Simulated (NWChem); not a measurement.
Molecule: SiH$_{2}$O$_{2}$F$_{2}$; SMILES F[Si](O)(F)O

```xyz
7

O     -0.0776    -1.3148     0.9643
Si     0.0000     0.0000     0.0130
O      0.0776     1.3148     0.9643
F     -1.2724     0.0306    -0.9702
F      1.2724    -0.0306    -0.9702
H     -0.5200    -2.0933     0.6151
H      0.5200     2.0933     0.6151
```
Atoms are numbered in this order, from 1.

Level: PBE0/def2-SVP (NWChem), optimised geometry, unscaled harmonic frequencies. 

### Question
List the harmonic frequencies with IR intensities, and the thermochemistry.

### Answer
```json
[
 {"frequency (cm⁻¹)": "147", "IR intensity (km/mol)": "11.6"},
 {"frequency (cm⁻¹)": "190", "IR intensity (km/mol)": "217.6"},
 {"frequency (cm⁻¹)": "246", "IR intensity (km/mol)": "0.0"},
 {"frequency (cm⁻¹)": "308", "IR intensity (km/mol)": "34.0"},
 {"frequency (cm⁻¹)": "354", "IR intensity (km/mol)": "89.9"},
 {"frequency (cm⁻¹)": "367", "IR intensity (km/mol)": "11.8"},
 {"frequency (cm⁻¹)": "375", "IR intensity (km/mol)": "66.1"},
 {"frequency (cm⁻¹)": "769", "IR intensity (km/mol)": "135.2"},
 {"frequency (cm⁻¹)": "770", "IR intensity (km/mol)": "18.2"},
 {"frequency (cm⁻¹)": "818", "IR intensity (km/mol)": "154.7"},
 {"frequency (cm⁻¹)": "966", "IR intensity (km/mol)": "219.9"},
 {"frequency (cm⁻¹)": "1010", "IR intensity (km/mol)": "249.2"},
 {"frequency (cm⁻¹)": "1058", "IR intensity (km/mol)": "198.8"},
 {"frequency (cm⁻¹)": "3951", "IR intensity (km/mol)": "293.8"},
 {"frequency (cm⁻¹)": "3952", "IR intensity (km/mol)": "4.7"}
]
```

The zero-point energy comes out as 21.8 kcal/mol and the thermal correction to the enthalpy at 298.15 K (with zero-point energy) comes out as 26.4 kcal/mol. The heat capacity Cv is 20.9 cal/(mol K) and the entropy at 298.15 K and 1 atm (symmetry number 2) is 76.7 cal/(mol K). The dipole moment is 0.20 D.

Rigid rotor and harmonic oscillator.
